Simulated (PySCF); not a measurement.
CaCl, charge +1. Atoms are numbered in the order given.

```xyz
2

Ca     0.0000     0.0000    -1.0652
Cl     0.0000     0.0000     1.2531
```
Charge +1, spin multiplicity 1.

Geometry: PBE-D3(BJ)/def2-TZVPD. The spin state was assumed, not searched.

All values below come from PBE-D3(BJ)/def2-TZVPD in PySCF.

Frequencies are harmonic and unscaled.

Computed normal modes with their intensities:
```
mode  ν (cm⁻¹)  IR (km/mol)  Raman (Å⁴/amu)  depolarisation  moving atoms (share of kinetic energy)
----  --------  -----------  --------------  --------------  --------------------------------------
1          447         92.5            19.9            0.08                        Cl 53 %, Ca 47 %
```
